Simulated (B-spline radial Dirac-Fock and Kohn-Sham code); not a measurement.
Pd⁵⁺ 2p1/2: cross section and angular parameters

System: palladium as Pd⁵⁺, [Kr] 4d5; threshold 3418.9 eV (orbital energy of the model). These are calculated numbers from a radial finite-basis atomic code; the model is Dirac-Hartree-Slater photoionisation with a Latter tail; cross sections with all multipoles, angular parameters from the dipole term and its interference with E2.

Input file task.json (cfg lists n, l and occupation; rrms is the nuclear radius in fm):

```json
{"items": [{
  "Z": 46,
  "q": 5,
  "cfg": [[1, 0, 2], [2, 0, 2], [2, 1, 6], [3, 0, 2], [3, 1, 6], [3, 2, 10], [4, 0, 2], [4, 1, 6], [4, 2, 5]],
  "A": 106,
  "rrms": 4.5318,
  "do": "xps",
  "hv": [79.2, 96.6, 134.0, 160.0, 200, 211.0, 335.0, 376.0, 800, 1330.0, 2000, 2170.0, 2190.0, 2330.0, 2500.0, 2720.0, 3450.0, 4000, 4430.0, 5280.0, 5414.7, 6000, 6210.0, 7160.0, 8047.8, 9960.0, 10800.0, 11500.0, 12000]
}]}
```

Launch: `python xray2_run.py task.json out`

For linearly polarised light dσ/dΩ = σ/(4π) [1 + β P₂(cos θ) + (δ + γ cos²θ) sin θ cos φ], with θ from the polarisation vector and φ the angle between the beam and the projection of the electron momentum on the plane normal to the polarisation.

```
hν (eV)  σ (kb)      β       γ       δ
   3450    74.9  0.869  -0.291  -0.010
   4000    51.1  1.340  -0.136   0.014
   4430    38.9  1.406   0.057   0.024
   5280    24.1  1.438   0.371   0.038
 5414.7    22.5  1.438   0.414   0.039
   6000    16.9  1.432   0.584   0.046
   6210    15.3  1.428   0.639   0.049
   7160    10.2  1.402   0.859   0.060
 8047.8    7.26  1.373   1.031   0.070
   9960       ?      ?       ?       ?
  10800    3.01  1.278   1.436   0.104
  11500    2.49  1.255   1.516   0.112
  12000    2.18  1.238   1.569   0.119
```

Question: Give the values at 9960 eV.

Answer: σ = 3.85 kb, β = 1.307, γ = 1.329, δ = 0.093.
